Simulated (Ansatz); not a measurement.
Compare A (`C/N=C/N[SiH3]`) with its isomer B (`CNC(=N)[SiH3]`).

Program: Ansatz. Geometries: PBE0-D4/def2-TZVP. ΔE: electronic, gas phase. CCSD(T)/CBS is the MP2 limit (def2-TZVPP, def2-QZVPP) plus CCSD(T) − MP2 in def2-TZVPP, frozen cores. DFT in def2-TZVPP. B3LYP here is the variant with VWN-RPA as its local correlation; programs differ in this. Each species was taken in one conformer, which may not be the lowest.

A:

Z-matrix (Å, degrees):
```
C
N 1 1.435
H 1 1.094 2 110.0
H 1 1.101 2 113.3 3 121.3
H 1 1.094 2 110.0 3 -117.4
C 2 1.264 1 118.8 3 -121.3
N 6 1.366 2 120.0 1 180.0
H 6 1.099 2 123.7 1 -0.0
Si 7 1.747 6 119.2 2 -0.0
H 7 1.004 6 117.5 2 -180.0
H 9 1.481 7 111.9 6 -62.2
H 9 1.482 7 111.9 6 62.2
H 9 1.488 7 103.7 6 -180.0
```

B:

```xyz
13

C     0.2736    1.9605   -0.7327
N     0.5639    0.5822   -0.4261
C    -0.3377   -0.1941    0.2338
N    -1.4229    0.3269    0.6750
Si    0.1616   -1.9974    0.5442
H    -0.5914    2.0567   -1.3973
H     0.0399    2.5025    0.1850
H     1.1465    2.4113   -1.2046
H     1.2894    0.1235   -0.9456
H    -1.9862   -0.3579    1.1689
H     0.8647   -2.1065    1.8481
H     1.0728   -2.4895   -0.5271
H    -1.0742   -2.8181    0.5783
```

(1) Which is lower in electronic energy at CCSD(T)/CBS, and by how much? (Estimate.)

(2) Give E(B) − E(A) in kJ/mol with HF/def2-TZVPP, B3LYP-D4, CCSD/def2-TZVPP, B2PLYP, ωB97M-V, B3LYP, PBE0-D4. (Estimate.)

Largest T1 diagnostic: 0.014.

Answers

(1) The calculation gave: A, by 68.4 kJ/mol.

(2) Ansatz gave: HF/def2-TZVPP 83.2, B3LYP-D4 67.9, CCSD/def2-TZVPP 72.9, B2PLYP 70.8, ωB97M-V 68.6, B3LYP 68.9, PBE0-D4 64.4. None reverses the order clearly.

In def2-TZVPP, CCSD(T) changes the Hartree–Fock value by −12.9 kJ/mol (the triples alone add −2.6 kJ/mol) and MP2 by −10.1 kJ/mol. From PBE to PBE0 (25 % exact exchange), in def2-TZVPP and without D4, E(B) − E(A) moves by +5.4 kJ/mol.
